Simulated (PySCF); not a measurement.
# [YbO(OH)2]− at several levels of theory

Computed with PySCF 2.14.0 (density fitting, no spin-orbit coupling) at the geometry relaxed with PBE0:

```xyz
6
[YbO(OH)2]− (singlet in the valence; each metal's 4f electrons, 13 of them, lie in its core potential, out of spins and levels)
Yb   -0.2290    0.0000    0.1246
O     1.6490    0.0000    0.0184
O    -1.2641    1.8493    0.1522
H    -1.0060    2.7719    0.1169
O    -1.2641   -1.8493    0.1522
H    -1.0060   -2.7719    0.1169
```

```json
{"level": "PBE0", "basis": "Yb lcecp-1-SVP with ECP59, O def2-SVP, H def2-SVP", "state": "singlet", "HOMO (eV)": "-0.82", "gap (eV)": "4.00", "charge on Yb1 (e)": "0.49", "population of f-type functions on Yb1 (polarisation alone where 4f lies in the core)": "0.06", "dipole about the centre of mass (D)": "3.10", "largest force component (eV/Å)": "0.02"}
{"level": "PBE0", "basis": "Yb lcecp-1-TZVP with ECP59, O def2-TZVP, H def2-TZVP", "state": "singlet", "HOMO (eV)": "-0.93", "gap (eV)": "4.03", "charge on Yb1 (e)": "1.17", "population of f-type functions on Yb1 (polarisation alone where 4f lies in the core)": "0.07", "dipole about the centre of mass (D)": "3.14", "largest force component (eV/Å)": "0.43"}
```

In the lcecp rows the 4f levels are missing from HOMO and gap, and the state counts the valence alone.

Charges are Mulliken's, which hang on the basis. The relaxation used the grid (50, 194), these runs (75, 302) or, all-electron (x2c bases, spin-free X2C Hamiltonian), (99, 590).

Question: Order these levels, in the first row's basis, by the HOMO–LUMO gap they give here, smallest first.
A. TPSS
B. B3LYP
C. BLYP
D. M06-L

Answer: C (1.77 eV), A (2.16 eV), D (3.04 eV), B (3.45 eV).

Question: And their other results?

Answer: 
| level | state | HOMO (eV) | gap (eV) | charge on Yb1 (e) | population of f-type functions on Yb1 (polarisation alone where 4f lies in the core) | dipole about the centre of mass (D) | largest force component (eV/Å) |
| --- | --- | --- | --- | --- | --- | --- | --- |
| M06-L | singlet | 0.60 | 3.04 | 0.60 | 0.06 | 2.98 | 0.51 |
| BLYP | singlet | 0.74 | 1.77 | 0.21 | 0.06 | 3.00 | 0.91 |
| TPSS | singlet | 0.65 | 2.16 | 0.37 | 0.06 | 3.02 | 0.68 |
| B3LYP | singlet | -0.58 | 3.45 | 0.41 | 0.06 | 3.11 | 0.43 |

In the first row's basis the gap widens with exact exchange: 1.8 to 3.0 eV for BLYP, TPSS, M06-L (none); 3.5 to 4.0 eV for B3LYP, PBE0 (a fixed share).

An lcecp potential fixes the number of 4f electrons, so in runs with it no electron can move into or out of that shell.

The highest filled level of some runs lies above zero, as often for anions with such functionals and bases.
